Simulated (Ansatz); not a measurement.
Consider the redistribution: `COB([SiH3])Cl` + `CB[SiH](O)[SiH3]` → `CBB([SiH3])Cl` + `CO[SiH](O)[SiH3]`.

Calculated with Ansatz (gas phase, PBE0-D4/def2-TZVP geometries, no zero-point term in ΔE). CBS: MP2 limit from def2 TZ/QZ plus the TZ coupled-cluster correction, frozen cores. Functionals use def2-TZVPP. B3LYP here is the variant with VWN-RPA as its local correlation; programs differ in this. One conformer a species, not always the lowest.

```
             level  ΔE (kcal/mol)  difference from CCSD(T)/CBS
            PBE-D4            9.0                          2.8
         r2SCAN-D4            7.2                          1.0
           PBE0-D4            7.8                          1.6
          B3LYP-D4            6.5                          0.3
           ωB97X-V            6.2                          0.0
           ωB97M-V            6.4                          0.2
            B2PLYP            6.2                          0.0
               PBE            8.9                          2.7
            r2SCAN            7.2                          1.0
              PBE0            7.7                          1.5
             B3LYP            6.3                          0.1
     HF/def2-TZVPP            3.0                         -3.2
    MP2/def2-TZVPP            6.4                          0.2
SCS-MP2/def2-TZVPP            5.8                         -0.4
   CCSD/def2-TZVPP            5.9                         -0.3
CCSD(T)/def2-TZVPP            6.7                          0.5
     HF/def2-QZVPP            2.7                         -3.5
    MP2/def2-QZVPP            6.0                         -0.2
SCS-MP2/def2-QZVPP            5.4                         -0.8
      HF/CBS(def2)            2.7                         -3.5
     MP2/CBS(def2)            5.9                         -0.3
    CCSD/CBS(def2)            5.4                         -0.8
       CCSD(T)/CBS            6.2                            0
```

Largest T1 diagnostic among the species: 0.013.

In def2-TZVPP, CCSD(T) changes the Hartree–Fock value by +3.7 kcal/mol (the triples alone add +0.8 kcal/mol) and MP2 by +3.4 kcal/mol. From PBE to PBE0 (25 % exact exchange), in def2-TZVPP and without D4, ΔE moves by −1.1 kcal/mol.
